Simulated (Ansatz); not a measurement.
Pulling on the In1–H2 bond in H2IIn (SMILES [InH2][I]) (multiplicity 1 held, fragments rigid). Energies count from the point at 1.714 Å.
Geometry at that point (charge 0, multiplicity 1):
```xyz
4

In    -0.726    -1.136     0.200
H     -0.070    -2.174     1.394
H     -2.119    -1.247    -0.793
I      0.713     1.114    -0.196
```

Signs of static correlation in def2-TZVPP, with CASSCF(2,2), from Ansatz (a program for electronic structure) runs.

```csv
R (Å),T1 of restricted CCSD,⟨S²⟩ of UHF,largest double amplitude of restricted CCSD,weight of the CASSCF reference in MRCISD,CASSCF natural occupations
1.371,0.010,0.000,0.039,0.902,1.98 0.02
1.543,0.010,0.000,0.045,0.902,1.98 0.02
1.714,0.010,0.000,0.052,0.901,1.97 0.03
1.885,0.011,0.000,0.052,0.901,1.96 0.04
2.057,0.012,0.000,0.043,0.901,1.94 0.06
2.314,0.014,0.057,0.064,0.900,1.91 0.09
2.571,0.018,0.507,0.158,0.900,1.85 0.15
2.999,0.030,0.837,0.303,0.900,1.70 0.30
3.428,___,0.952,0.461,0.900,1.50 0.50
3.942,___,0.997,0.651,0.900,1.29 0.71
4.628,0.088,1.011,0.836,0.901,1.12 0.88
5.485,0.094,1.014,0.944,0.901,1.04 0.96
```

### Question
Fill in the missing entries.

### Answer

- 3.428, T1 of restricted CCSD: 0.049
- 3.942, T1 of restricted CCSD: 0.071

Doubts at one or more of the structures used: a restricted determinant that unrestricted orbitals would lower (R-CCSD(T)/def2-TZVPP); other coupled-cluster roots lie near (R-CCSD(T)/def2-TZVPP); T1 above 0.05 (R-CCSD(T)/def2-TZVPP, U-CCSD(T)/def2-TZVPP); a spin-contaminated determinant (U-CCSD(T)/def2-TZVPP).
